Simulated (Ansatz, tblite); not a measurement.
Cost and result up the ladder for (KSH)2 ring (K2H2S2) (6 atoms). Charge 0, multiplicity 1. Geometry: PBE0-D4/def2-SVP.

```xyz
6

K    -1.7559    1.0006   -0.2909
S     0.9791    2.0440    0.4682
K     1.8608   -0.6878   -0.4833
S    -0.8667   -1.7086   -1.2982
H     0.9294    1.7862    1.7954
H    -1.1467   -2.4344   -0.1913
```

Ansatz on 4 threads of Arm Neoverse V1 on a shared host; xTB runs through tblite on one thread. Times are rough, summed over both states, and most runs start from the orbitals of an earlier one. PBE0-D4/def2-TZVP serves as the yardstick here, not as an exact answer. The other state is a doublet.

The xTB rows come from tblite.

Raw xTB energies of ions are shifted by several eV.

```tsv
level	functions	wall time	vertical IE (eV)	difference from PBE0-D4/def2-TZVP (eV)
GFN2-xTB	28	0.006 s	11.55	4.43
GFN1-xTB	30	0.007 s	11.43	4.30
PBE-D4/def2-TZVP	152	7.3 s	6.83	-0.29
PBE0-D4/def2-TZVP (with forces)	152	11 s	7.13	0.00
r2SCAN-D4/def2-TZVP	152	25 s	6.93	-0.20
```
